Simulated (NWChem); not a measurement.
C2H2BClO; SMILES C(B(O)Cl)#C

```xyz
7

B     -0.3897    -0.0912     0.0000
C      0.1742     1.3342     0.0000
C      0.6026     2.4729     0.0000
H      0.9931     3.4755     0.0000
Cl     0.7071    -1.4668     0.0000
O     -1.7101    -0.3478     0.0000
H     -2.2413     0.4566     0.0000
```
Atoms are numbered in this order, from 1.

Program: NWChem. Pople sets run with spherical d functions. Structure relaxed at the PBE0/def2-SVP level. Atomic charges in e: unrestrained fits to the electrostatic potential beside Mulliken populations; buried atoms are poorly determined by the fit.

**Question.** Predict the results for Hartree-Fock/6-31G*. Quantities: ESP B1; Mulliken B1; ESP C2; Mulliken C2; ESP C3; Mulliken C3; ESP Cl5; Mulliken Cl5; ESP O6; Mulliken O6; relative RMS misfit of the potential (%).

**Answer.** 
```json
{
  "ESP B1": "0.86",
  "Mulliken B1": "0.58",
  "ESP C2": "-0.36",
  "Mulliken C2": "-0.20",
  "ESP C3": "-0.21",
  "Mulliken C3": "-0.26",
  "ESP Cl5": "-0.28",
  "Mulliken Cl5": "-0.21",
  "ESP O6": "-0.73",
  "Mulliken O6": "-0.69",
  "relative RMS misfit of the potential (%)": "22"
}
```
